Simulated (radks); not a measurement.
Results of a calculation; reference values are marked as such.
All-electron atom: Mg+ in [Ne] 3s1. Level of theory: Dirac Kohn-Sham, AM05, spin-unpolarised, spherical densities, finite nucleus; Fermi nuclear charge, rms radius 3.057 fm (a radial shooting solver on a logarithmic mesh with Libxc functionals).

Normalised radial functions P(r) = r R(r) (large component), r in bohr:

r	2p3/2
0.004705	0.0011
0.006029	0.0019
0.007726	0.0030
0.009822	0.0048
0.01259	0.0078
0.016	0.0124
0.0205	0.0198
0.02628	0.0314
0.0334	0.0486
0.0428	0.0756
0.05485	0.1159
0.06973	0.1722
0.08936	0.2535
0.1145	0.3632
0.1456	0.4981
0.1865	0.6629
0.2371	0.8344
0.3039	0.9993
0.3894	1.1163
0.495	1.1501
0.6344	1.0825
0.8129	0.9163
1.033	0.6935
1.324	0.4505
1.697	0.2455
2.157	0.1115
2.765	0.0381
3.514	0.0097
4.504	0.0015
5.771	0.0001
7.337	0.0000
9.402	0.0000

2p3/2: eigenvalue -55.505 eV, 0 radial nodes, <r> = 0.689 bohr, 90 % of the charge inside 1.18 bohr.
